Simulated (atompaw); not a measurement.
An all-electron radial function and its pseudo partner (vanadium (V))

Columns: radius, all-electron u(r) and pseudo u(r) of the 3s shell (level -86.78 eV) of vanadium in the configuration [Ne] 3s2 3p6 3d3 4s0 4p0; PBE, scalar-relativistic, PAW (atompaw) scheme, atompaw 4.2.0.5.

```tsv
r (bohr)	all-electron	pseudo
0.075	0.1045	0.2021
0.150	-0.4593	0.3980
0.225	-0.5948	0.5817
0.300	-0.3822	0.7479
0.375	-0.0215	0.8921
0.450	0.3503	1.0106
0.525	0.6646	1.1010
0.600	0.8973	1.1623
0.675	1.0475	1.1945
0.750	1.1255	1.1992
0.825	1.1462	1.1788
0.900	1.1246	1.1367
0.975	1.0737	1.0773
1.050	1.0044	1.0051
1.125	0.9248	0.9248
1.200	0.8408	0.8408
1.275	0.7566	0.7566
1.350	0.6754	0.6754
1.425	0.5988	0.5988
1.500	0.5277	0.5277
1.575	0.4628	0.4628
1.650	0.4043	0.4043
1.725	0.3518	0.3518
1.800	0.3052	0.3052
1.875	0.2641	0.2641
1.950	0.2279	0.2279
```

Problem. How many radial nodes do the two functions have?

Solution. The all-electron 3s function has n − l − 1 = 2; the pseudo-wave has 0, since the states of the same l below it are removed with the core.

Problem. At about which radius was the pseudo-wave matched?

Solution. 1.25 bohr. The columns agree to 0.0005 from 1.12 bohr on; several derivatives are matched, so the curves merge somewhat inside the radius.

Problem. Where does each function peak?

Solution. Outermost all-electron maximum near 0.82 bohr, pseudo maximum near 0.75 bohr (to the table’s step).

Problem. Is the pseudo-wave norm-conserving?

Solution. No, it belongs to a PAW set: the norm inside the radius is not constrained, and the difference is carried by the augmentation charge.
